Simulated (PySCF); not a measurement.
Computed shifts of a molecule C₃H₆GeO, PBE0/pcSseg-1 run with PySCF, GIAO, gas phase, atoms alike by connectivity averaged where their shifts nearly agree, in ppm (number of nuclei): ¹³C: 177.7 (1), 116.6 (1), 17.8 (1). ¹H: 7.69 (1), 6.61 (2), 2.37 (3). References: ¹³C against TMS (σ = 186.3 ppm); ¹⁷O against H2O (σ = 334.2 ppm); ⁷³Ge against GeH4 (σ = 1658.3 ppm); ¹H against TMS (σ = 31.56 ppm), references at their B3LYP-D3(BJ)/def2-TZVP geometries, non-relativistic. Geometry: PBE-D3(BJ)/def2-SVP. Other conformers were not sampled.

Question: Which structure fits?
A) C[C]1=C[O][GeH2]1
B) [GeH3][C]1=COC1
C) C1=C[O][GeH2][CH2]1
D) C1=[CH][GeH2][O]C1

Answer: A, C[C]1=C[O][GeH2]1
